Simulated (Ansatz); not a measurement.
**One reagent, a row of partners**

Four-centre ligand exchange: SnH₄S ([SH][SnH3]) meets different reagents, and the same bond of it breaks. Each row is one chosen step, not always the lowest open to these reactants.

Gas-phase electronic energies, without zero-point energy, by CCSD(T) at an estimated basis limit (MP2 extrapolated from triple and quadruple zeta, plus CCSD(T) − MP2 in triple zeta); Ansatz 0.2.0, def2-TZVPP and QZVPP, frozen cores, core potentials past krypton, on PBE0-D4/def2-TZVP structures. Extrapolation: Hartree–Fock as exp(−7.88 √X), correlation as X^−2.97. All energies, in kcal/mol, count from the separated reactants, without counterpoise correction; the start and end structures are the complexes reached by relaxing down from the saddle, and deeper ones may exist. Brackets give SMILES, or, where every atom is bracketed, only which atoms are joined. Steps whose reference was doubtful or whose search ended elsewhere are left out.

| reactants | products | broken | formed | start structure | saddle | end structure |
| --- | --- | --- | --- | --- | --- | --- |
| SnH₄S ([SH][SnH3]) + HBr | SnH₃Br ([Br][SnH3]) + H₂S | Br–H, S–Sn | Br–Sn, H–S | -4.08 | 12.18 | -14.50 |
| SnH₄S ([SH][SnH3]) + HF | SnH₃F ([F][SnH3]) + H₂S | F–H, S–Sn | F–Sn, H–S | -5.97 | ? | -1.75 |
| SnH₄S ([SH][SnH3]) + H₂ | SnH₄ + H₂S | H–H, S–Sn | H–S, H–Sn | -0.64 | 51.51 | 8.69 |

What is the height of the saddle for SnH₄S ([SH][SnH3]) + HF? (To be estimated.)

By the calculation: 18.40 kcal/mol relative to the separated reactants, between the members at 12.18 and 51.51; above its start structure the barrier is 18.40 − (-5.97) ≈ 24.36 kcal/mol.

No T1 diagnostic of these runs exceeds 0.016. The filled d shells of Br, Sn are correlated in sets not built for that, so values that involve them are less sure.

For scale, one of the runs: CCSD(T)/def2-TZVPP, 210 basis functions, launched by `ansatz run in.yaml --threads 4 --pin off --events-out ev --progress --plain --max-ram 9574MiB`. The run took 2.4 min on 4 CPU threads of an Arm Neoverse V1 (shared host), with 3.1 GiB of host memory at its peak.
